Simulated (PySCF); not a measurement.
# SMILES O=C(C)c1cccc[o+]1, [C7H7O2]+, charge +1

Geometry:
```
atom   x (Å)   y (Å)   z (Å)
  C1  -2.590   0.509  -0.428
  C2  -1.736  -0.382   0.396
  O3  -2.095  -1.204   1.187
  C4  -0.222  -0.203   0.194
  C5   0.688  -0.913   0.965
  C6   2.047  -0.715   0.741
  C7   2.440   0.178  -0.257
  C8   1.456   0.831  -0.969
  O9   0.183   0.637  -0.733
 H10  -2.387   0.362  -1.488
 H11  -2.382   1.552  -0.193
 H12  -3.637   0.297  -0.227
 H13   0.312  -1.596   1.713
 H14   2.783  -1.247   1.327
 H15   3.481   0.359  -0.475
 H16   1.652   1.541  -1.764
```

Total charge +1.

Computed, not measured: quadratic response CAM-B3LYP/def2-SVPD first hyperpolarisability, Taylor convention, gas phase (PySCF 2.14.0). Geometry: GFN2-xTB.

(1) Give β for the processes computed.

Results:

(1) In 10⁻³⁰ esu, Taylor convention; the vector part is βᵢ = ⅓ Σⱼ (βᵢⱼⱼ + βⱼᵢⱼ + βⱼⱼᵢ):
| process | λ (nm) | β vector norm | β HRS | depolarisation ratio |
| --- | --- | --- | --- | --- |
| static β(0;0,0) | ∞ | 0.61 | 0.24 | 5.74 |
| second harmonic β(−2ω;ω,ω) | 1550 | 0.63 | 0.25 | 5.66 |
| Pockels β(−ω;ω,0) | 1550 | 0.62 | – | – |
| second harmonic β(−2ω;ω,ω) | 1064 | 0.67 | 0.27 | 5.58 |
| Pockels β(−ω;ω,0) | 1064 | 0.62 | – | – |
| Pockels β(−ω;ω,0) | 694.3 | 0.65 | – | – |

Second harmonics within 0.3 eV of the first excitation or beyond it are left out.

Which lowest excitations and polarisabilities go with it?

S1 3.14 eV (f = 0.000); S2 4.97 eV (f = 0.216); S3 4.98 eV (f = 0.024); isotropic α 79.9 au static, 80.4 au at 1550 nm, 80.9 au at 1064 nm, 81.9 au at 775 nm, 82.4 au at 694.3 nm, 84.4 au at 532 nm.
